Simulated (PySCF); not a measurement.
## Excitation energy of Ni by level of theory

Ni [Ar] 3d8 4s2 (3F) → Ni [Ar] 3d7 4s2 4p1 (high-spin determinant), as a difference of total energies. Computed with PySCF 2.14 in dyall-av2z (16s12p7d2f, 101 functions), with no relativity, point nucleus. Correlated levels: valence: [Ar] frozen; virtual orbitals above 40 to 60 times the deepest correlated orbital energy dropped. The calculations carry no spin-orbit coupling.

| method | excitation energy (eV) |
| --- | --- |
| UHF | 6.449 |
| LDA | 9.425 |
| PBE | 9.067 |
| PBE0 | 8.523 |
| r2SCAN | 8.775 |
| MN15 | 9.644 |
| PBEsol | 9.134 |
| BP86 | 9.145 |
| r2SCAN0 | 8.352 |
| MP2 (valence) | 8.179 |
| SCS-MP2 (valence) | 8.153 |

How much does correlation contribute at MP2 (valence)?

8.179 − (6.449) = 1.730 eV, measured against UHF.

A first-order spin-orbit estimate (lowest level to lowest level, LS coupling) adds 0.010 eV.

The upper state lies above the first ionisation limit, but in LS coupling its spin forbids autoionisation to the ground ion.

The determinant of the upper state mixes LS terms, which raises its energy above the lowest term, most at the Hartree-Fock and MP2 levels.
